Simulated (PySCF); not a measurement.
## Excitation energy of Sb by level of theory

Sb [Kr] 4d10 5s2 5p3 (4S) → Sb [Kr] 4d10 5s1 5p3 5d1 (6D), as a difference of total energies. All numbers are calculated (PySCF 2.14, scalar relativity by spin-free X2C-1e, in aug-cc-pwCVTZ-DK3 (10s9p7d4f1g, 109 functions)). Correlated levels: valence: [Kr] 4d10 frozen. The calculations carry no spin-orbit coupling.

```tsv
method	excitation energy (cm⁻¹)
UHF	89288
MP2 (valence)	98292
SCS-MP2 (valence)	101120
CCSD (valence)	99348
CCSD(T) (valence)	99839
```

A first-order spin-orbit estimate (lowest level to lowest level, LS coupling) adds -0.017 eV.

The upper state lies above the first ionisation limit, but in LS coupling its spin forbids autoionisation to the ground ion; at this Z spin-orbit coupling breaks that rule.

The promoted electron is Rydberg-like, and one or two diffuse shells describe it only roughly, which tends to raise the upper state.
